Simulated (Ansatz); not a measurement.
Geometry optimisation, RHF/6-31G (Ansatz 0.2.0).

The input (input.yaml):

```yaml
crystal:
  periodic: [false, false, false]
  atoms:
    - { symbol: C, position_ang: [-0.0432, -1.1574, 1.3905] }
    - { symbol: "N", position_ang: [0.3198, 0.2602, 1.1506] }
    - { symbol: C, position_ang: [0.2212, 0.786, -0.0374] }
    - { symbol: Si, position_ang: [-0.2645, 0.034, -1.6433] }
    - { symbol: S, position_ang: [0.7962, 2.4513, -0.1497] }
    - { symbol: H, position_ang: [0.5168, -1.8036, 0.8045] }
    - { symbol: H, position_ang: [-1.1262, -1.2557, 1.1577] }
    - { symbol: H, position_ang: [0.0869, -1.3354, 2.431] }
    - { symbol: H, position_ang: [-1.4972, 0.7791, -2.1643] }
    - { symbol: H, position_ang: [0.7372, 0.0116, -2.6488] }
    - { symbol: H, position_ang: [-0.7876, -1.3901, -1.4435] }
    - { symbol: H, position_ang: [1.1177, 2.5648, 1.1867] }
basis:
  gaussian: { orbitals: "6-31G" }
hamiltonian:
  xc: hf
relax:
  f_tol: 0.02
  max_steps: 40
```

Launched with:

```bash
$ ansatz run input.yaml --threads 1 --pin off --max-ram 2048MiB --backend cpu --events-out ev --progress --plain --runs-dir out
```

Q: Where does it end, and by what steps?

A: The forces met the threshold. The force dipped under the threshold on the way, but the program's further checks kept it going. Limits of this set-up: no polarisation functions. After 35 steps the energy has fallen by 0.580 eV; H9 moved furthest, 1.32 Å.

| step | energy less start (eV) | largest force component (eV/Å) | accepted |
| --- | --- | --- | --- |
| 0 | 0.0000 | 4.264 | yes |
| 2 | -0.4504 | 1.197 | yes |
| 4 | -0.5073 | 0.204 | yes |
| 6 | -0.5112 | 0.065 | yes |
| 8 | -0.5123 | 0.402 | no |
| 10 | -0.5193 | 0.116 | yes |
| 12 | -0.5281 | 0.220 | yes |
| 14 | -0.5427 | 0.127 | yes |
| 16 | -0.5564 | 0.080 | yes |
| 18 | -0.5546 | 0.293 | no |
| 20 | -0.5603 | 0.108 | yes |
| 22 | -0.5647 | 0.093 | yes |
| 24 | -0.5686 | 0.088 | yes |
| 26 | -0.5734 | 0.164 | yes |
| 28 | -0.5775 | 0.035 | yes |
| 30 | -0.5791 | 0.035 | yes |
| 32 | -0.5794 | 0.012 | yes |
| 34 | -0.5797 | 0.021 | yes |
| 35 | -0.5798 | 0.008 | yes |

```xyz
12
Properties=species:S:1:pos:R:3
C 0.105 -1.187 1.381
N 0.219 0.244 1.146
C 0.094 0.790 0.025
Si -0.273 -0.022 -1.705
S 0.274 2.629 -0.067
H -0.097 -1.775 0.491
H -0.688 -1.354 2.096
H 1.028 -1.534 1.825
H -0.331 1.055 -2.724
H 0.810 -0.990 -2.038
H -1.574 -0.747 -1.646
H 0.511 2.835 1.248
```

Run time: 86 s on 1 thread of Arm Neoverse V2, on a shared host, peak memory 0.15 GiB.
